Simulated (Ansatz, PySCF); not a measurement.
PySCF was given this input:
```python
from pyscf import gto, scf

mol = gto.Mole()
mol.atom = '''
    Sn   -0.02282736   -0.00101572    1.02101170
    Br    1.03639339    1.68673076   -0.70481009
    Br   -1.00378288   -1.68527973   -0.75377805
'''
mol.basis = 'def2-svp'
mol.ecp = {'Sn': 'def2-svp'}
mol.charge = 1
mol.spin = 1
mol.verbose = 4
mol.build()

mf = scf.UHF(mol)
mf.kernel()
```

Task: Give the equivalent Ansatz (a quantum-chemistry and plane-wave program) input.

Result: This is not unique; one that fits is 
Ansatz 0.2 input:
```yaml
crystal:
  periodic: [false, false, false]
  atoms:
    - {symbol: Sn, position_ang: [-0.02282736, -0.00101572, 1.02101170]}
    - {symbol: Br, position_ang: [1.03639339, 1.68673076, -0.70481009]}
    - {symbol: Br, position_ang: [-1.00378288, -1.68527973, -0.75377805]}
basis:
  gaussian:
    orbitals: def2-SVP
hamiltonian:
  xc: hf
total_charge: 1
magnetization: {spin_polarized: true, initial_magnetization: 1}
accuracy: high
```

Both were run: PySCF gave -5357.327450 Eh and Ansatz -5357.327780 Eh, 0.330 mEh apart.
